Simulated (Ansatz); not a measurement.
Start from `[CH3][AlH][SiH2]Cl` and change one atom or group to get `[CH3][AlH][SiH2][SnH3]`.

Ansatz, PBE0-D4/def2-TZVP geometries, multiplicity 1. Each molecule was computed in one conformer, which needn't be the lowest.

Elements past krypton have def2 core potentials.

```
                                      property  `[CH3][AlH][SiH2]Cl`
             HOMO energy (PBE/def2-TZVPP) / eV                 -6.24
size of the dipole moment (PBE/def2-TZVPP) / D                  1.66
            HOMO energy (PBE0/def2-TZVPP) / eV                 -7.35
           HOMO–LUMO gap (PBE/def2-TZVPP) / eV                  3.55
           LUMO energy (B3LYP/def2-TZVPP) / eV                 -2.13
       HOMO–LUMO gap (ωB97M-V/def2-TZVPP) / eV                  9.04
```

Question: What does the change do to each property? (Best estimate.)

Answer: Ansatz gave: 
```json
{"property": "HOMO energy (PBE/def2-TZVPP) / eV", "`[CH3][AlH][SiH2][SnH3]`": "-6.16", "shift": "0.08"}
{"property": "size of the dipole moment (PBE/def2-TZVPP) / D", "`[CH3][AlH][SiH2][SnH3]`": "1.67", "shift": "0.01"}
{"property": "HOMO energy (PBE0/def2-TZVPP) / eV", "`[CH3][AlH][SiH2][SnH3]`": "-7.16", "shift": "0.19"}
{"property": "HOMO–LUMO gap (PBE/def2-TZVPP) / eV", "`[CH3][AlH][SiH2][SnH3]`": "3.56", "shift": "0.01"}
{"property": "LUMO energy (B3LYP/def2-TZVPP) / eV", "`[CH3][AlH][SiH2][SnH3]`": "-2.04", "shift": "0.09"}
{"property": "HOMO–LUMO gap (ωB97M-V/def2-TZVPP) / eV", "`[CH3][AlH][SiH2][SnH3]`": "8.84", "shift": "-0.20"}
```

With PBE0 the HOMO rises by 0.19 eV and the LUMO rises by 0.09 eV, so the gap narrows by about 0.10 eV. PBE moves the HOMO by 0.08 eV and ωB97M-V by 0.27 eV. Dipoles are sizes alone; their direction can turn.

B3LYP here is the variant with VWN-RPA as its local correlation; programs differ in this.
